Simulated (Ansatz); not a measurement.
Geometry optimisation, RKS B3LYP-D4/STO-3G (Ansatz).

Input file:

```yaml
crystal:
  periodic: [false, false, false]
  atoms:
    - { symbol: B, position_ang: [-0.117924, -1.330113, -0.02751] }
    - { symbol: Cl, position_ang: [1.394255, -0.354312, 0.440612] }
    - { symbol: O, position_ang: [-0.326659, -1.721192, -1.319248] }
    - { symbol: O, position_ang: [-0.996538, -1.754456, 0.928741] }
    - { symbol: H, position_ang: [-0.735932, 1.677512, -0.270587] }
    - { symbol: F, position_ang: [-1.386639, 1.004412, -0.469035] }
    - { symbol: H, position_ang: [1.557903, 2.265884, 0.507689] }
    - { symbol: F, position_ang: [0.922782, 2.947073, 0.287903] }
    - { symbol: H, position_ang: [0.392642, -1.326098, -1.914171] }
    - { symbol: H, position_ang: [-0.703889, -1.40871, 1.835507] }
basis:
  gaussian: { orbitals: STO-3G }
hamiltonian:
  xc: b3lyp
  dispersion: d4
relax:
  f_tol: 0.03
  max_steps: 50
output:
  orbitals: {}
```

Launched with:

```bash
$ ansatz run input.yaml --threads 1 --pin off --max-ram 2048MiB --backend cpu --events-out ev --progress --plain --runs-dir out
```

**Question.** Where does it end, and by what steps?

**Answer.** It converged. Limits of this set-up: minimal basis. After 15 steps the energy has fallen by 2.801 eV; H7 moved furthest, 0.87 Å. Parted: B1–Cl2, H5–F6. Joined: B1–F6, Cl2–H7, H5–F8.

| step | energy less start (eV) | largest force component (eV/Å) | accepted |
| --- | --- | --- | --- |
| 0 | 0.0000 | 1.984 | yes |
| 1 | -0.4264 | 0.720 | yes |
| 2 | -0.8388 | 1.936 | yes |
| 3 | -1.6364 | 1.750 | yes |
| 4 | -2.1008 | 0.954 | yes |
| 5 | -2.3655 | 1.037 | yes |
| 6 | -2.5437 | 0.935 | yes |
| 7 | -2.6142 | 1.386 | yes |
| 8 | -2.5541 | 1.867 | no |
| 9 | -2.7529 | 0.734 | yes |
| 10 | -2.7834 | 0.277 | yes |
| 11 | -2.7782 | 0.705 | no |
| 12 | -2.7993 | 0.067 | yes |
| 13 | -2.8003 | 0.069 | yes |
| 14 | -2.8006 | 0.043 | yes |
| 15 | -2.8007 | 0.010 | yes |

```xyz
10
Properties=species:S:1:pos:R:3
B -0.425 -0.843 -0.133
Cl 1.856 0.064 0.574
O -0.095 -1.548 -1.270
O -0.784 -1.563 0.985
H -0.300 1.504 -0.087
F -0.959 0.479 -0.289
H 1.244 1.466 0.386
F 0.433 2.249 0.138
H 0.078 -0.892 -2.026
H -1.049 -0.917 1.722
```

Time of the run: 44 s on 1 CPU thread of a shared host.
